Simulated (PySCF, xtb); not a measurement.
CuCl, SMILES [Cl][Cu], multiplicity 1.

Harmonic wavenumbers (cm⁻¹) from xtb with GFN2-xTB at its own minimum, in rising order: 315.

Question: What does PySCF with PBE0-D3(BJ)/def2-TZVPD give at its own minimum? (Estimate from the structure and the level; the computed values follow.)

Answer: 397. Paired by order, the mean absolute difference is 82 cm⁻¹ and the zero-point energies are 0.5 and 0.6 kcal/mol.
